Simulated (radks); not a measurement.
O-, configuration [He] 2s2 2p5.

All-electron calculation, non-relativistic Kohn-Sham, PBE, spin-polarised, spherical densities, point nucleus; open shells are filled with parallel spins first; Watson sphere of charge +1 and radius 3.12 bohr. Program: a radial shooting solver on a logarithmic mesh with Libxc functionals.

Energy parts (eV; the electron-nucleus part includes the sphere):
part                     energy
total                 -2120.590
kinetic                2038.706
electron-nucleus      -5025.923
Hartree                1101.050
exchange-correlation   -234.423

Orbitals (lengths in bohr, moments of r in powers of bohr):
| orbital | occ. | eigenvalue (eV) | <r^2> | <r^4> | <1/r> |
|---|---|---|---|---|---|
| 1s up | 1 | -509.2149 | 0.05395 | 0.007639 | 7.621 |
| 1s down | 1 | -508.6550 | 0.05384 | 0.007600 | 7.626 |
| 2s up | 1 | -20.6913 | 1.709 | 6.171 | 1.248 |
| 2s down | 1 | -19.2523 | 1.769 | 6.723 | 1.230 |
| 2p up | 3 | -6.2149 | 2.881 | 25.51 | 1.019 |
| 2p down | 2 | -4.9674 | 3.387 | 37.02 | 0.9733 |

The highest occupied level is 2p down at -4.967 eV. Spin moment in Bohr magnetons: 1. The spin density at the nucleus is 0.0318 e/bohr^3 (1s -0.1901, 2s 0.2219), a Fermi contact field of 1.66 T. The density falls to 0.001 e/bohr^3 at r = 3.80 bohr. Summed over all electrons, <r^2> = 19.00 bohr^2, which gives a Langevin (diamagnetic) susceptibility term of -15.1 x 10^-6 cm^3/mol.
